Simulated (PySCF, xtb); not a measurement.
1-bromo-1,1-difluoroethane (C2H3BrF2), SMILES FC(C)(F)Br.

Harmonic wavenumbers (cm⁻¹) from GFN2-xTB in xtb 6.7.1 at its own minimum, in rising order: 191, 250, 271, 280, 376, 485, 575, 871, 941, 1074, 1134, 1174, 1385, 1443, 1445, 3027, 3053, 3056.

Q: What does PySCF with PBE-D3(BJ)/def2-SVP give at its own minimum? (An estimate is asked for; the answer gives what the named calculation found.)

A: 247, 263, 291, 305, 401, 523, 624, 876, 943, 1074, 1194, 1211, 1348, 1396, 1401, 2997, 3100, 3126. Paired by order, the mean absolute difference is 34 cm⁻¹ and the zero-point energies are 30.1 and 30.5 kcal/mol.
